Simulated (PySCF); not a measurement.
## Identify the compound

Molecular formula: C8H10O2. Simulated spectra:

¹H NMR (500 MHz, computed): δ 7.22 (m, 1H), 7.10 (d, 1H), 6.93 (m, 1H), 6.58 (d, 1H), 4.60 (s, 2H), 3.79 (s, 3H), 2.37 (br s, 1H).

¹³C{¹H} NMR (computed): δ 164.8, 137.9, 134.4, 134.1, 126.2, 112.1, 68.8, 54.7.

Method: NMR shieldings at B3LYP/pcSseg-1/GIAO, geometry from PBE0-D3(BJ)/def2-SVP, in PySCF 2.14 (single conformer, no solvent model, equivalent nuclei averaged, non-relativistic).

Chemical shifts δ = σref − σ; TMS for ¹H (σ = 31.38 ppm) and ¹³C (σ = 179.24 ppm), all at this level.

Q: What is the structure?

A: 
- Rings plus π bonds: 4 (1 ring in the answer).
- 8 carbon signals for 8 carbons: no two carbons are equivalent.
- Carbon types of the structure: 2 × C, 4 × CH, 1 × CH2, 1 × CH3, leaving 1 H on heteroatoms.
- δC 164.8: aromatic carbon bearing oxygen; the electronegative substituent deshields the carbon that carries it.
- δC 137.9: substituted aromatic carbon.
- δC 134.4, 134.1, 126.2, 112.1: aromatic CH.
- δC 68.8: sp3 CH2 bonded to O, on an aromatic ring; the inductive effect lowers its shielding.
- δH 7.22, 7.10, 6.93, 6.58: hydrogen on an aromatic CH.
- δH 4.60: hydrogen on an sp3 CH2 bonded to O, on an aromatic ring; its carbon carries O, an electronegative neighbour.
- δH 2.37: hydrogen on an alcohol oxygen; exchangeable; this is the value without hydrogen bonding to other molecules.

Structure: 2-methoxybenzyl alcohol (SMILES c1(OC)ccccc1CO).

The data come from this structure; uniqueness wasn't tested.

OH and NH positions are those of a molecule without intermolecular hydrogen bonds; in solution they move with solvent, concentration and temperature, and exchange usually removes their couplings. Shifts are as computed. Against solution values, carbons near 30 ppm lie about +2 ppm off and those near 130 ppm about +6 ppm. Of 1211 compounds with measured shifts, 218 miss one by over three times the rms of a fit or turn the order of signals round; such compounds aren't used in these exercises. Multiplicities follow the n + 1 count of equivalent neighbours, as no J values were calculated; m marks all less simple cases, F and P coupling included.
